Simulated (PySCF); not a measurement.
# Bond curve of NaSe⁻

Set-up: Na aug-pcseg-1, Se aug-pcseg-1; no relativity (PySCF 2.14). Energies in eV from Na + Se⁻ in their ground configurations at the same level. All curves are PBE0. state 1: ³Π (triplet), unpaired electrons σ ↑, π ↑, a second solution, started from another occupation; state 2: Ms = 0 determinant of mixed spin (⟨S²⟩ near 1.0), unpaired electrons σ ↓, π ↑, a second solution, started from another occupation; state 3: ³Σ⁺ (triplet), unpaired electrons σ ↑↑, a second solution, started from another occupation.

```json
{"R (Å)": "2.187", "state 1": "-0.126", "state 2": "-0.113", "state 3": "0.1504"}
{"R (Å)": "2.289", "state 1": "-0.546", "state 2": "-0.533", "state 3": "-0.1783"}
{"R (Å)": "2.390", "state 1": "-0.822", "state 2": "-0.810", "state 3": "-0.3963"}
{"R (Å)": "2.467", "state 1": "-0.960", "state 2": "-0.948", "state 3": "-0.5069"}
{"R (Å)": "2.543", "state 1": "-1.053", "state 2": "-1.041", "state 3": "-0.5837"}
{"R (Å)": "2.619", "state 1": "-1.111", "state 2": "-1.099", "state 3": "-0.6344"}
{"R (Å)": "2.721", "state 1": "-1.149", "state 2": "-1.137", "state 3": "-0.6721"}
{"R (Å)": "2.848", "state 1": "-1.151", "state 2": "-1.139", "state 3": "-0.6855"}
{"R (Å)": "3.001", "state 1": "-1.111", "state 2": "-1.098", "state 3": "-0.6704"}
{"R (Å)": "3.204", "state 1": "-1.019", "state 2": "-1.007", "state 3": "-0.6224"}
```

Task: Put a parabola through the three lowest points of the state 1 curve and estimate Re, k and ωe (reduced mass 17.85 u; 1 eV/Å² = 0.16022 mdyn/Å; ωe = 1302.8·√(k/μ) cm⁻¹).

Result: Through R = 2.721, 2.848, 3.001 Å the second-order coefficient is 0.990 eV/Å², so Re ≈ 2.792 Å, k ≈ 0.317 mdyn/Å and ωe ≈ 174 cm⁻¹. A polynomial fit of higher order to the unrounded PBE0 energies gives Re = 2.787 Å, k = 0.402 mdyn/Å, ωe = 196 cm⁻¹; anharmonicity and rounding make the difference.

The higher-order fit for each curve: state 1: Re = 2.787 Å, ωe = 196 cm⁻¹, minimum 1.16 eV below the ground-state fragments; state 2: Re = 2.787 Å, ωe = 196 cm⁻¹, minimum 1.14 eV below the ground-state fragments; state 3: Re = 2.845 Å, ωe = 151 cm⁻¹, minimum 0.69 eV below the ground-state fragments.

Spin–orbit coupling is left out. For an ion De counts to the pair picked by the measured ionisation energies or electron affinities, which need not be the lowest pair at this level. The highest Kohn–Sham level is positive in this anion. Much of that is self-interaction error, but it also means that the finite basis helps to hold the extra electron.
